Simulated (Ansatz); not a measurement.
`[SiH3]CC=S` + `OB[SiH3]` → `[SiH3]BO[SiH3]` + `CC=S` at 700 K and 1 bar (ligand exchange at the Si–C bond).

Gas-phase electronic energies from Ansatz, PBE0-D4/def2-TZVP geometries. CCSD(T)/CBS adds triple-zeta CCSD(T) − MP2 to the extrapolated MP2 energy (def2 sets, frozen cores). One conformer a species, not always the lowest.

```json
{"species": "`[SiH3]CC=S`", "CCSD(T)/CBS energy (Eh)": "-766.54032", "H − E (kJ/mol)": "251.8", "S (J/(mol·K))": "431.7"}
{"species": "`OB[SiH3]`", "CCSD(T)/CBS energy (Eh)": "-392.07510", "H − E (kJ/mol)": "194.9", "S (J/(mol·K))": "384.0"}
{"species": "`[SiH3]BO[SiH3]`", "CCSD(T)/CBS energy (Eh)": "-682.38605", "H − E (kJ/mol)": "259.2", "S (J/(mol·K))": "485.8"}
{"species": "`CC=S`", "CCSD(T)/CBS energy (Eh)": "-476.26007", "H − E (kJ/mol)": "186.0", "S (J/(mol·K))": "338.2"}
```

H − E and S are ideal-gas, rigid-rotor, harmonic terms from PBE0-D4/def2-TZVP, for one conformer and one mirror image of each species. 1 Eh = 2625.50 kJ/mol, R = 8.31446 J/(mol·K).

By hand: ΔE, ΔH, ΔS and ΔG.

ΔE = (-682.38605) + (-476.26007) − (-766.54032) − (-392.07510) = -0.03070 Eh = -80.6 kJ/mol. Δ(H − E) = 259.2 + 186.0 − 251.8 − 194.9 = -1.5, so ΔH = -82.1 kJ/mol. ΔS = 485.8 + 338.2 − 431.7 − 384.0 = 8.3 J/(mol·K). ΔG = -82.1 − 700 × (8.3)/1000 = -87.9 kJ/mol.

By hand: the equilibrium constant, and the temperature at which ΔG would vanish if ΔH and ΔS stayed fixed.

log₁₀ K = −ΔG/(RT ln 10) = 6.6. ΔH and −TΔS have one sign here, so there is no such temperature.

The number of gas molecules stays the same, so ΔS is small and ΔH decides. A doubt of 5 kJ/mol in ΔE shifts log₁₀ K by 0.4 here. Other conformers and mirror images would add mixing entropy, several J/(mol·K) or more a flexible species. Modes under 60 cm⁻¹, often nearly free rotors, make the harmonic entropy too high. These are equilibria of isolated gas molecules and say nothing of rates. Largest T1 diagnostic: 0.016 (customary marks: 0.02 for closed shells, 0.045 for open ones).

ΔS is within the doubt of such terms, so its sign, and with it that verdict, could turn.
